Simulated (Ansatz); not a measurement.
**Question.** Name a neutral molecule of C, O, S, Si and H with HOMO–LUMO gap (ωB97M-V/def2-TZVPP) between 8.55 and 8.85 eV and LUMO energy (B3LYP/def2-TZVPP) between -2.50 and -2.20 eV (Ansatz, PBE0-D4/def2-TZVP geometry).

**Answer.** `O=C1[SiH2]SS1` (8.81 eV, -2.34 eV); `COC([SiH3])=S` (8.77 eV, -2.21 eV). Other molecules can fit too; these were computed, each in one conformer that needn't be the lowest.

B3LYP here is the variant with VWN-RPA as its local correlation; programs differ in this.
